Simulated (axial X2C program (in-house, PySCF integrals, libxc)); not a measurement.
# Spin–orbit effects along a row: molecules with H (ions), HF

Calculated with an in-house relativistic program for diatomic molecules, spin-free (one-electron X2C) or two-component (2c: spin–orbit coupling with atomic mean-field Coulomb and Gaunt terms, which also bring small scalar terms), in Dyall basis sets with cores contracted in-house; open shells are unrestricted.

Basis sets: B dyall-v3z, Be dyall-cv3z, C dyall-v3z, F dyall-av3z, H dyall-v3z, Li dyall-cv3z, O dyall-av3z.

```tsv
molecule	spin-free state	Re (Å)	ωe (cm⁻¹)	De (eV)	2c state	Re 2c (Å)	ωe 2c (cm⁻¹)	De 2c (eV)
LiH⁺	M_S = 1/2, Λ = 0	2.219	422.4	0.13	Ω = 1/2	2.219	422.4	0.13
BeH⁺	M_S = 0, Λ = 0	1.306	2312.0	2.08	Ω = 0	1.306	2312.0	2.08
BH⁺	M_S = 1/2, Λ = 0	1.186	2718.8	2.31	Ω = 1/2	1.186	2718.7	2.31
CH⁺	M_S = 0, Λ = 0	1.113	3060.8	3.07	Ω = 0	1.113	3060.6	3.07
OH⁺	M_S = 1, Λ = 0	1.008	3352.6	3.63	Ω = 1	1.008	3352.8	3.63
HF⁺	M_S = 1/2, Λ = 1	0.981	3305.7	3.46	Ω = 3/2	0.981	3306.5	3.47
```

(1) Work out the shifts from the spin-free to the two-component result.

Fragments in 2c: Li+ + H, Be+ + H, B+ + H, C+ + H, O+ + H, F + H+. Each entry is the lowest single determinant of a limited PBE0 search at one distance. De goes to single-determinant-based atoms at the same level (for ions the charge split of lowest energy) and is withheld (n/a) where an atom does not fit its ground term or J level. Main or longest-lived isotopes. One determinant is a doubtful description, or other states lie close, for OH⁺; these need not be ground states, and all values refer to the states named. Some open-shell Ω = 0 determinants are out of reach, so the Ω given for OH⁺ need not be the lowest component. With several unpaired electrons the Ω given is that of one determinant, not necessarily of the lowest component. Some light 2c atoms are not at their ground J level, so De misses part of their lowering (0.04 eV or less).

## Answers

(1) 

```tsv
molecule	2c state	ΔRe (Å)	Δωe (cm⁻¹)	ΔDe (eV)
LiH⁺	Ω = 1/2	0.000	0.0	0.00
BeH⁺	Ω = 0	0.000	0.0	0.00
BH⁺	Ω = 1/2	0.000	-0.1	0.00
CH⁺	Ω = 0	0.000	-0.2	0.00
OH⁺	Ω = 1	0.000	0.2	0.00
HF⁺	Ω = 3/2	0.000	0.8	0.01
```

Shifts of one unit in the last digit are rounding.
